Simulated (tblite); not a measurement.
Record of a relaxation.

Species: C2H6GeO3Si.
Atom-mapped SMILES: `[O:1]=[CH:2][C:3](=[O:4])[GeH2:5][SiH2:6][OH:7]` (hydrogens: H8 on C2; H9, H10 on Ge5; H11, H12 on Si6; H13 on O7)

Computed with GFN2-xTB (tblite), gas phase: L-BFGS steps from a force-field or distance-geometry start until the largest atomic force falls under 0.01 eV/Å. 10 of its 151 geometries are shown.

Step 0: E = -630.2835 eV, largest atomic force 4.209 eV/Å
```
atom  x, y, z in Å  |  force x, y, z in eV/Å
O1     -1.490   -1.871   -0.360   -1.049   2.481   2.384
C2     -1.908   -1.069    0.521    1.499  -2.963  -2.586
C3     -1.450    0.319    0.550   -1.646   2.311   2.088
O4     -1.866    1.102    1.446    0.811  -1.673  -1.443
Ge5    -0.225    0.986   -0.760    0.295   0.243  -1.425
Si6     1.911    0.325   -0.195    0.954  -1.627   0.046
O7      1.982   -1.384   -0.110   -1.302   1.984   1.566
H8     -2.580   -1.426    1.295   -0.364   0.070   0.232
H9     -0.289    2.532   -0.810   -0.252  -0.667   0.029
H10    -0.590    0.410   -2.155   -0.030   0.374   0.522
H11     2.862    0.800   -1.212   -0.113  -0.289   0.166
H12     2.266    0.895    1.117    0.023  -0.106  -0.070
H13     1.373   -1.620    0.654    1.174  -0.139  -1.511
```

Step 17: E = -630.9889 eV, largest atomic force 0.195 eV/Å
```
atom  x, y, z in Å  |  force x, y, z in eV/Å
O1     -1.350   -1.742   -0.300    0.140  -0.030   0.057
C2     -1.901   -1.044    0.512   -0.003  -0.114  -0.158
C3     -1.544    0.418    0.588    0.008  -0.028   0.111
O4     -1.897    1.099    1.521   -0.015   0.115   0.023
Ge5    -0.219    0.963   -0.804   -0.131  -0.016  -0.055
Si6     1.959    0.325   -0.135    0.149   0.020  -0.031
O7      2.094   -1.277    0.010   -0.032   0.033   0.033
H8     -2.655   -1.443    1.213   -0.043   0.099  -0.025
H9     -0.453    2.450   -0.885    0.068   0.014   0.035
H10    -0.739    0.494   -2.147    0.027  -0.042   0.124
H11     2.945    0.588   -1.171   -0.008   0.056  -0.041
H12     2.308    0.987    1.130   -0.099  -0.007  -0.045
H13     1.447   -1.819    0.451   -0.060  -0.101  -0.027
```

Step 33: E = -631.1279 eV, largest atomic force 0.170 eV/Å
```
atom  x, y, z in Å  |  force x, y, z in eV/Å
O1     -0.950   -1.738    0.093    0.055  -0.033  -0.006
C2     -1.806   -1.008    0.543    0.045  -0.021   0.138
C3     -1.541    0.446    0.679   -0.012  -0.033  -0.035
O4     -1.954    1.145    1.571    0.094   0.093  -0.055
Ge5    -0.223    0.922   -0.758   -0.057   0.034   0.042
Si6     1.971    0.282   -0.136   -0.007   0.030  -0.015
O7      2.096   -1.297    0.149   -0.055   0.092  -0.029
H8     -2.820   -1.353    0.789   -0.077  -0.126  -0.084
H9     -0.355    2.419   -0.878   -0.056   0.042  -0.077
H10    -0.870    0.389   -2.025    0.055   0.044   0.052
H11     2.891    0.605   -1.222    0.013   0.007   0.004
H12     2.226    1.056    1.079    0.102  -0.068   0.031
H13     1.329   -1.867    0.097   -0.099  -0.063   0.035
```

Step 50: E = -631.1808 eV, largest atomic force 0.099 eV/Å
```
atom  x, y, z in Å  |  force x, y, z in eV/Å
O1     -0.827   -1.760    0.248   -0.048   0.014  -0.003
C2     -1.739   -1.022    0.568    0.033  -0.008   0.023
C3     -1.531    0.431    0.692    0.077   0.043   0.016
O4     -1.923    1.165    1.564   -0.023   0.003  -0.001
Ge5    -0.224    0.986   -0.740   -0.035  -0.037   0.028
Si6     1.965    0.281   -0.132    0.089   0.027   0.033
O7      1.976   -1.312    0.063   -0.028   0.021  -0.021
H8     -2.781   -1.377    0.626   -0.002  -0.035  -0.043
H9     -0.501    2.458   -0.928   -0.003   0.017   0.006
H10    -0.780    0.375   -2.010   -0.020  -0.006  -0.028
H11     2.867    0.616   -1.230   -0.008  -0.037  -0.014
H12     2.345    0.957    1.110   -0.038  -0.003  -0.009
H13     1.148   -1.797    0.151    0.006   0.002   0.012
```

Step 67: E = -631.1853 eV, largest atomic force 0.041 eV/Å
```
atom  x, y, z in Å  |  force x, y, z in eV/Å
O1     -0.807   -1.770    0.285    0.005  -0.007  -0.003
C2     -1.723   -1.018    0.560   -0.016   0.001   0.014
C3     -1.512    0.429    0.717   -0.010  -0.016   0.004
O4     -1.909    1.163    1.585    0.014  -0.003  -0.001
Ge5    -0.229    0.983   -0.740    0.025  -0.033   0.002
Si6     1.974    0.281   -0.143   -0.001   0.006   0.002
O7      1.969   -1.311    0.052   -0.015  -0.006   0.014
H8     -2.773   -1.357    0.518    0.008   0.013  -0.010
H9     -0.519    2.454   -0.911   -0.015   0.035  -0.008
H10    -0.829    0.374   -1.995    0.012   0.011   0.001
H11     2.885    0.583   -1.242   -0.026  -0.009   0.006
H12     2.328    0.975    1.097   -0.006  -0.004  -0.014
H13     1.140   -1.784    0.200    0.025   0.013  -0.006
```

Step 83: E = -631.1871 eV, largest atomic force 0.016 eV/Å
```
atom  x, y, z in Å  |  force x, y, z in eV/Å
O1     -0.802   -1.792    0.313    0.002   0.001  -0.007
C2     -1.715   -1.020    0.547    0.001   0.000   0.000
C3     -1.496    0.416    0.734    0.002  -0.003   0.002
O4     -1.860    1.151    1.614   -0.003  -0.003   0.005
Ge5    -0.234    0.986   -0.742    0.005  -0.004  -0.001
Si6     1.966    0.279   -0.145   -0.001  -0.002  -0.011
O7      1.965   -1.308    0.082    0.001   0.000   0.016
H8     -2.769   -1.325    0.419   -0.004  -0.004   0.000
H9     -0.550    2.458   -0.894   -0.001   0.000  -0.003
H10    -0.835    0.385   -2.001   -0.001   0.004   0.004
H11     2.855    0.556   -1.267    0.007  -0.001  -0.003
H12     2.329    1.000    1.075    0.004   0.001   0.001
H13     1.143   -1.786    0.247   -0.011   0.011  -0.003
```

Step 100: E = -631.1926 eV, largest atomic force 0.036 eV/Å
```
atom  x, y, z in Å  |  force x, y, z in eV/Å
O1     -0.818   -1.840    0.178    0.002   0.018   0.002
C2     -1.700   -1.048    0.468    0.020  -0.010   0.010
C3     -1.440    0.358    0.758   -0.002  -0.005  -0.011
O4     -1.742    1.041    1.701   -0.010   0.010   0.015
Ge5    -0.229    1.006   -0.735   -0.009   0.002  -0.003
Si6     1.975    0.293   -0.144   -0.010  -0.006  -0.005
O7      1.888   -1.233    0.333   -0.034  -0.009   0.008
H8     -2.764   -1.298    0.307    0.004  -0.011  -0.007
H9     -0.602    2.468   -0.853    0.009   0.010   0.011
H10    -0.847    0.414   -1.991    0.001   0.003  -0.017
H11     2.806    0.401   -1.340   -0.001  -0.007   0.002
H12     2.430    1.141    0.957   -0.001  -0.009  -0.009
H13     1.038   -1.703    0.344    0.031   0.014   0.005
```

Step 117: E = -631.1956 eV, largest atomic force 0.021 eV/Å
```
atom  x, y, z in Å  |  force x, y, z in eV/Å
O1     -0.779   -1.852    0.121   -0.004  -0.006   0.007
C2     -1.665   -1.067    0.424   -0.006   0.001   0.002
C3     -1.419    0.327    0.763   -0.008  -0.001  -0.001
O4     -1.707    0.983    1.728   -0.009   0.000  -0.001
Ge5    -0.239    1.029   -0.736    0.000  -0.004  -0.008
Si6     1.958    0.283   -0.152    0.015   0.014  -0.003
O7      1.839   -1.172    0.500   -0.006  -0.001  -0.002
H8     -2.724   -1.306    0.222   -0.013  -0.002  -0.003
H9     -0.612    2.496   -0.790   -0.003   0.000   0.012
H10    -0.879    0.491   -2.007    0.012   0.002   0.008
H11     2.740    0.255   -1.387    0.004  -0.003  -0.002
H12     2.478    1.205    0.853    0.007  -0.001  -0.011
H13     1.005   -1.671    0.442    0.010   0.001   0.001
```

Step 133: E = -631.1978 eV, largest atomic force 0.022 eV/Å
```
atom  x, y, z in Å  |  force x, y, z in eV/Å
O1     -0.770   -1.874    0.165    0.006   0.002  -0.010
C2     -1.672   -1.089    0.412   -0.007   0.009  -0.007
C3     -1.450    0.312    0.743    0.012  -0.006   0.017
O4     -1.778    0.968    1.695   -0.013   0.008  -0.001
Ge5    -0.233    1.046   -0.712    0.000  -0.008   0.010
Si6     1.970    0.280   -0.176   -0.001  -0.014  -0.016
O7      1.839   -1.134    0.563   -0.010  -0.001   0.005
H8     -2.721   -1.339    0.169   -0.003  -0.001  -0.004
H9     -0.607    2.514   -0.696    0.000   0.003  -0.012
H10    -0.858    0.569   -2.014    0.003  -0.002   0.010
H11     2.704    0.162   -1.435   -0.009   0.010   0.000
H12     2.558    1.232    0.759    0.009   0.005   0.004
H13     1.013   -1.645    0.508    0.012  -0.003   0.005
```

Step 150: E = -631.1990 eV, largest atomic force 0.007 eV/Å
```
atom  x, y, z in Å  |  force x, y, z in eV/Å
O1     -0.758   -1.860    0.160   -0.002   0.004   0.002
C2     -1.674   -1.089    0.396    0.000   0.001  -0.004
C3     -1.474    0.311    0.751   -0.002  -0.004   0.000
O4     -1.842    0.958    1.694    0.001   0.000  -0.002
Ge5    -0.232    1.054   -0.679   -0.003   0.000   0.000
Si6     1.974    0.274   -0.185    0.000  -0.003   0.003
O7      1.853   -1.114    0.603    0.004   0.006  -0.002
H8     -2.714   -1.344    0.123    0.002   0.000   0.002
H9     -0.604    2.522   -0.676    0.000   0.000   0.000
H10    -0.846    0.576   -1.987    0.001   0.000   0.002
H11     2.659    0.120   -1.467    0.002   0.000  -0.003
H12     2.614    1.235    0.707   -0.001  -0.002   0.000
H13     1.040   -1.643    0.542   -0.004  -0.002   0.002
```

Problem. Summarise the path.

Solution. The energy falls by 88.34 kJ/mol from step 0 to step 150; nine tenths of that is first reached at step 31. It rises by more than 0.2 meV at steps 30 and 98. The largest force goes from 4.209 to 0.007 eV/Å. Among the bonds C3–Ge5 changes most, from 1.914 to 2.035 Å; the atoms move by 0.578 Å rms after alignment.

The cost below is that of the whole relaxation. On one thread, Arm Neoverse N1 (aarch64), no GPU, shared host with 64 logical CPUs at a one-minute load of 58, this took 1.7 s of wall time.
